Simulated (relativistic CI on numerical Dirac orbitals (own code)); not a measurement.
Sb XI: what numerical and physical settings do to a radial Dirac CI calculation

Reference input:

```
atom Sb  Z=51  charge=10  electrons=41
nucleus A=121  rms_radius_fm=4.6802
hamiltonian dirac-coulomb  breit=on  qed=on  c_scale=1
orbitals kli  potential=per-configuration
slater_scale 1
correlation none
mixing on
grid step=0.0125 r_max=18.3
scf mixing=0.4 start=green max_iterations=150 tolerance=2e-08 node_fill=0.05
configurations
  [Kr] 4d5
  [Ar] 3d10 4s2 4p5 4d6
  [Kr] 4d4 5s
  [Ar] 3d10 4s 4p6 4d6
  [Kr] 4d3 5s2
end
```

Computed lowest total energy -6441.63159 Ha, first excitation 40459.1 cm⁻¹, 55 SCF steps. Runs with settings changed; * marks those that are bad on purpose:

```tsv
Changed	Outcome	Lowest level	ΔE (Ha)	First excitation (cm⁻¹)	SCF steps	Message
Slater scale 0.5, SCF tolerance 0.0001, QED terms off	converged	4s²4p⁶4d⁵ ⁶S5/2	-3	15668.4	40	
SCF mixing 0.2, Breit term off	converged	4s²4p⁶4d⁵ ⁶S5/2	-4.73	40096.7	60	
QED terms off, end of the grid at 12.81 bohr	converged	4s²4p⁶4d⁵ ⁶S5/2	-3.16	40489.8	55	
iteration limit 20, SCF tolerance 1e-06	converged	4s²4p⁶4d⁵ ⁶S5/2	2.27e-09	40459.1	49	
grid step 0.15 *	converged	4s²4p⁶4d⁵ ⁶S5/2	0.0393	40563.2	55	orbitals of one symmetry overlap by 3.0e-04
end of the grid at 1.46 bohr *	not converged				10	orbital 3s not found
```
